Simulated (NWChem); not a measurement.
System meant: C$_{2}$H$_{3}$ClF$_{2}$; SMILES FC(C)(F)Cl

The following NWChem deck was run.

```
start job
memory heap 200 mb stack 900 mb global 1100 mb
geometry units angstroms noautoz
  C     -1.376518    -0.907836     0.000000
  C      0.028248    -0.354414     0.000000
  F      0.714957    -0.770960    -1.090620
  F      0.714957    -0.770960     1.090620
  Cl     0.024619     1.457736     0.000000
  H     -1.916534    -0.567274    -0.901704
  H     -1.916534    -0.567274     0.901704
  H     -1.318523    -2.014020     0.000000
end
basis spherical
  * library def2-svp
end
dft
  xc xpbe96 cpbe96
  iterations 4
  mulliken
end
task dft energy
```

End of the output:

```
    Atom       Charge   Shell Charges
 -----------   ------   -------------------------------------------------------
    1 C    6     6.09   1.96  0.59  0.31  1.91  1.25  0.06
    2 C    6     5.98   1.96  0.65  0.32  1.71  1.04  0.29
    3 F    9     9.06   1.98  1.03  0.74  3.21  2.10  0.01
    4 F    9     9.06   1.98  1.03  0.74  3.21  2.10  0.01
    5 Cl  17    16.95   2.00  1.96  1.06  0.79  5.82  2.27  3.02  0.03
    6 H    1     0.95   0.62  0.26  0.07
    7 H    1     0.95   0.62  0.26  0.07
    8 H    1     0.95   0.62  0.26  0.07

 center of mass
 --------------
 x =   0.12418601 y =   0.05629945 z =   0.00000000

 moments of inertia (a.u.)
 ------------------
         570.473193961172           0.000000000000           0.000000000000
           0.000000000000         349.026852765382           0.000000000000
           0.000000000000           0.000000000000         585.003924105661

     Multipole analysis of the density
     ---------------------------------

     L   x y z        total         alpha         beta         nuclear
     -   - - -        -----         -----         ----         -------
     0   0 0 0     -0.000000    -25.000000    -25.000000     50.000000

     1   1 0 0     -0.726850     -0.363425     -0.363425      0.000000
     1   0 1 0     -0.325263     -0.162632     -0.162632      0.000000
     1   0 0 1      0.000000      0.000000      0.000000      0.000000

     2   2 0 0    -24.813744    -65.411925    -65.411925    106.010107
     2   1 1 0      1.202603     -4.811057     -4.811057     10.824716
     2   1 0 1      0.000000      0.000000      0.000000      0.000000
     2   0 2 0    -25.348031   -114.815825   -114.815825    204.283619
     2   0 1 1     -0.000000     -0.000000     -0.000000      0.000000
     2   0 0 2    -26.520759    -54.392391    -54.392391     82.264023

 ------------------------------------------------------------------------
 dft energy failed                                                                                  0
 ------------------------------------------------------------------------
 ------------------------------------------------------------------------
  current input line :
    21: task dft energy
 ------------------------------------------------------------------------
 ------------------------------------------------------------------------
 This type of error is most commonly associated with calculations not reaching convergence criteria
 ------------------------------------------------------------------------
 For more information see the NWChem manual at https://nwchemgit.github.io

0:dft energy failed:Received an Error in Communication
```

**Question.** Find the fault in this run and fix the input.

**Answer.** Convergence was not reached. Cause: the SCF was allowed too few iterations. This input runs:
```
start job
memory heap 200 mb stack 900 mb global 1100 mb
geometry units angstroms noautoz
  C     -1.376518    -0.907836     0.000000
  C      0.028248    -0.354414     0.000000
  F      0.714957    -0.770960    -1.090620
  F      0.714957    -0.770960     1.090620
  Cl     0.024619     1.457736     0.000000
  H     -1.916534    -0.567274    -0.901704
  H     -1.916534    -0.567274     0.901704
  H     -1.318523    -2.014020     0.000000
end
basis spherical
  C library def2-svp
  F library def2-svp
  Cl library def2-svp
  H library def2-svp
end
dft
  xc xpbe96 cpbe96
  iterations 150
  mulliken
end
task dft energy
```
It converges to -737.07698 Ha (PBE/def2-SVP).
